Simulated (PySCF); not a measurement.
AlI3, charge -1, doublet, at a GFN2-xTB geometry (such geometries of metal compounds can be far from the true shape) (a state made from the parent by changing its charge; the spin is typed, not shown lowest) (core potentials on I); DF-PBE0/def2-SVP (PySCF).

Input for PySCF:
```python
from pyscf import gto, scf, dft

mol = gto.M(
    atom='''
Al   -0.00005548   -0.01804802    0.00950175
I    -2.21432464   -1.52782833   -0.06927200
I     0.00722505    2.35047760   -1.23745696
I     2.20711320   -0.81822240    1.30439834
''',
    basis='def2-svp',
    ecp={'I': 'def2-svp'},
    charge=-1,
    spin=1,
    verbose=4,
)

mf = dft.UKS(mol)
mf.xc = 'pbe0'
mf.diis_space = 4
mf = mf.density_fit(auxbasis='def2-universal-jkfit')
mf.kernel()
```

Output, abridged:

```
PySCF version 2.14.0

[INPUT] verbose = 4
[INPUT] num. atoms = 4
[INPUT] num. electrons = 89
[INPUT] charge = -1
[INPUT] spin (= nelec alpha-beta = 2S) = 1
[INPUT] symmetry False subgroup None
[INPUT] Mole.unit = angstrom
[INPUT] Symbol           X                Y                Z      unit          X                Y                Z       unit  Magmom
[INPUT]  1 Al    -0.000055480000  -0.018048020000   0.009501750000 AA   -0.000104842005  -0.034105814891   0.017955705204 Bohr   0.0
[INPUT]  2 I     -2.214324640000  -1.527828330000  -0.069272000000 AA   -4.184467120476  -2.887177109052  -0.130905108101 Bohr   0.0
[INPUT]  3 I      0.007225050000   2.350477600000  -1.237456960000 AA    0.013653365736   4.441758925925  -2.338454745337 Bohr   0.0
[INPUT]  4 I      2.207113200000  -0.818222400000   1.304398340000 AA    4.170839473912  -1.546216244984   2.464955619937 Bohr   0.0

nuclear repulsion = 406.337105194658
number of shells = 38
number of NR pGTOs = 219
number of NR cGTOs = 96
basis = def2-svp
ecp = {'I': 'def2-svp'}

******** <class 'pyscf.df.df_jk.DFUKS'> ********
method = DFUKS
initial guess = minao
damping factor = 0
level_shift factor = 0
DIIS = <class 'pyscf.scf.diis.CDIIS'>
diis_start_cycle = 1
diis_space = 4
diis_damp = 0
SCF conv_tol = 1e-09
SCF conv_tol_grad = None
SCF max_cycles = 50
direct_scf = False
number electrons alpha = 45  beta = 44
XC library pyscf.dft.libxc version 7.1.2
    S. Lehtola, C. Steigemann, M. J. T. Oliveira, and M. A. L. Marques,  SoftwareX 7, 1–5 (2018)
XC functionals = pbe0
    C. Adamo and V. Barone,  J. Chem. Phys. 110, 6158 (1999)
    M. Ernzerhof and G. E. Scuseria,  J. Chem. Phys. 110, 5029 (1999)
radial grids:
    Treutler-Ahlrichs [JCP 102, 346 (1995); DOI:10.1063/1.469408] (M4) radial grids

becke partition: Becke, JCP 88, 2547 (1988); DOI:10.1063/1.454033
pruning grids: <function nwchem_prune>
grids dens level: 3
symmetrized grids: False
atomic radii adjust function: <function treutler_atomic_radii_adjust>
small_rho_cutoff = 0
Set gradient conv threshold to 3.16228e-05
tot grids = 85056
******** <class 'pyscf.df.df.DF'> ********
auxbasis = def2-universal-jkfit
init E= -1041.02253557598

cycle= 1 E= -1131.44892487742  delta_E= -90.4  |g|= 3.46  |ddm|= 10.3
cycle= 2 E= -1132.19453655975  delta_E= -0.746  |g|=  2.8  |ddm|= 9.28
cycle= 3 E= -1135.26252254029  delta_E= -3.07  |g|= 0.613  |ddm|= 4.96
cycle= 4 E= -1135.47419933034  delta_E= -0.212  |g|= 0.411  |ddm|= 2.04
cycle= 5 E= -1135.60846688374  delta_E= -0.134  |g|= 0.0165  |ddm|= 0.657
cycle= 6 E= -1135.60875101105  delta_E= -0.000284  |g|= 0.00358  |ddm|= 0.0737
cycle= 7 E= -1135.6087706374  delta_E= -1.96e-05  |g|= 0.00116  |ddm|= 0.0124
cycle= 8 E= -1135.60877255299  delta_E= -1.92e-06  |g|= 0.000564  |ddm|= 0.00433
cycle= 9 E= -1135.60877275767  delta_E= -2.05e-07  |g|= 0.000329  |ddm|= 0.00135
cycle= 10 E= -1135.60877282272  delta_E= -6.5e-08  |g|= 0.000205  |ddm|= 0.00101
cycle= 11 E= -1135.60877285344  delta_E= -3.07e-08  |g|= 4.2e-05  |ddm|= 0.000377
cycle= 12 E= -1135.60877285493  delta_E= -1.49e-09  |g|= 1.83e-05  |ddm|= 0.00011
cycle= 13 E= -1135.60877285538  delta_E= -4.58e-10  |g|= 7.13e-06  |ddm|= 7.28e-05
Extra cycle  E= -1135.60877285546  delta_E= -7.09e-11  |g|= 5.18e-06  |ddm|= 2.85e-05
converged SCF energy = -1135.60877285546  <S^2> = 0.75413074  2S+1 = 2.0041265
```
